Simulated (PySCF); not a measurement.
Isomers of C9H13B, from PySCF, PBE0-D3(BJ)/def2-SVP geometry optimisation, gas phase. One conformer each, no zero-point energy, no frequencies.

Question: Which is lowest in electronic energy at this level?
A. `[CH3:1][B:2]([CH3:3])[C:4]1=[CH:5][CH:6]=[CH:7][CH:8]=[CH:9][CH2:10]1` with C4–C5–C6–C7 30°, C6–C7–C8–C9 -30°, C8–C9–C10–C4 71°, B2–C4–C10–C9 104°: A = 2357, B = 950.7, C = 736.6 MHz, dipole 0.38 D
B. `[CH3:1][B:2]([CH3:3])[C@H:4]1[C@H:5]2[CH:6]=[CH:7][C@@H:8]1[CH:9]=[CH:10]2` with C1–B2–C4–C5 33°: A = 2378, B = 1126, C = 1012 MHz, dipole 0.23 D
C. `CC=C=C=C=C(C)B(C)C`: A = 2807, B = 479.1, C = 424.0 MHz, dipole 0.79 D

Answer: A. That is `CB(C)C1=CC=CC=CC1`, 20.4 kcal/mol below the next.

| SMILES | mapped SMILES | E (Eh) | relative (kcal/mol) | relative (kJ/mol) | dipole (D) |
| --- | --- | --- | --- | --- | --- |
| CB(C)C1=CC=CC=CC1 | [CH3:1][B:2]([CH3:3])[C:4]1=[CH:5][CH:6]=[CH:7][CH:8]=[CH:9][CH2:10]1 | -374.89914 | 0.0 | 0.0 | 0.38 |
| CB(C)[C@H]1[C@H]2C=C[C@@H]1C=C2 | [CH3:1][B:2]([CH3:3])[C@H:4]1[C@H:5]2[CH:6]=[CH:7][C@@H:8]1[CH:9]=[CH:10]2 | -374.86661 | 20.4 | 85.4 | 0.23 |
| CC=C=C=C=C(C)B(C)C | [CH3:1][CH:2]=[C:3]=[C:4]=[C:5]=[C:6]([CH3:7])[B:8]([CH3:9])[CH3:10] | -374.81915 | 50.2 | 210.0 | 0.79 |

As drawn, the highest has cumulated double bonds, which the lowest lacks.
